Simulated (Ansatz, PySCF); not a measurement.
Complex: HF (SMILES F) (first 2 atoms) with H2 (SMILES [H][H]); geometry from B3LYP-D3(BJ)/def2-TZVP.
(charge 0, multiplicity 1):
```xyz
4

F     -0.08210     0.19386    -0.50397
H     -0.06940     0.09894     0.41765
H     -0.09103    -0.45966     2.30920
H      0.00800     0.27668     2.37974
```

Interaction energies are E(AB) − E(A) − E(B) at the monomers' geometry in the complex; basis-set methods are counterpoise corrected. Rows marked so take none.

Correlated levels freeze the cores. CBS: X⁻³ extrapolation of the correlation energy, Hartree–Fock from the larger set. Rows in 6-311+G** carry no dispersion term and start afresh at each structure.

Programs: Ansatz (a program for electronic structure); PySCF for 6-311+G** rows, the dispersion terms. 

What is the computed interaction energy (BLYP-D3(BJ)/def2-TZVPPD)?

-5 kJ/mol
